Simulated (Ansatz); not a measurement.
`[Cl][In]([Cl])[SeH]` + H₂S → `[SH][In]([Cl])[Cl]` + H₂Se at 400 K and 1 bar (ligand exchange at the In–Se bond).

Computed with Ansatz on PBE0-D4/def2-TZVP structures; ΔE is electronic, products minus reactants. CBS: MP2 limit from def2 TZ/QZ plus the TZ coupled-cluster correction, frozen cores. This one scheme is used for every species. Elements past krypton have def2 core potentials. For In, Se outer-core shells are correlated without core-valence functions, which leaves a few kJ/mol of doubt a bond. Scalar relativity is left out up to krypton. Each species was taken in one conformer, which may not be the lowest.

| species | CCSD(T)/CBS energy (Eh) | H − E (kJ/mol) | S (J/(mol·K)) |
| --- | --- | --- | --- |
| `[Cl][In]([Cl])[SeH]` | -3510.81908 | 57.2 | 406.5 |
| H₂S | -398.97279 | 53.4 | 215.9 |
| `[SH][In]([Cl])[Cl]` | -1507.88474 | 59.4 | 392.7 |
| H₂Se | -2401.89790 | 49.4 | 229.5 |

H − E and S are ideal-gas, rigid-rotor, harmonic terms from PBE0-D4/def2-TZVP, for one conformer and one mirror image of each species. 1 Eh = 2625.50 kJ/mol, R = 8.31446 J/(mol·K).

Q: By hand: ΔE, ΔH, ΔS and ΔG.

A: ΔE = (-1507.88474) + (-2401.89790) − (-3510.81908) − (-398.97279) = 0.00923 Eh = 24.2 kJ/mol. Δ(H − E) = 59.4 + 49.4 − 57.2 − 53.4 = -1.8, so ΔH = 22.4 kJ/mol. ΔS = 392.7 + 229.5 − 406.5 − 215.9 = -0.2 J/(mol·K). ΔG = 22.4 − 400 × (-0.2)/1000 = 22.5 kJ/mol.

Q: By hand: the equilibrium constant, and the temperature at which ΔG would vanish if ΔH and ΔS stayed fixed.

A: log₁₀ K = −ΔG/(RT ln 10) = -2.9. ΔH and −TΔS have one sign here, so there is no such temperature. One of them is within its doubt of zero, so this could turn.

The number of gas molecules stays the same, so ΔS is small and ΔH decides. A doubt of 5 kJ/mol in ΔE shifts log₁₀ K by 0.7 here. Other conformers and mirror images would add mixing entropy, several J/(mol·K) or more a flexible species. These are equilibria of isolated gas molecules and say nothing of rates. Largest T1 diagnostic: 0.013 (customary marks: 0.02 for closed shells, 0.045 for open ones).
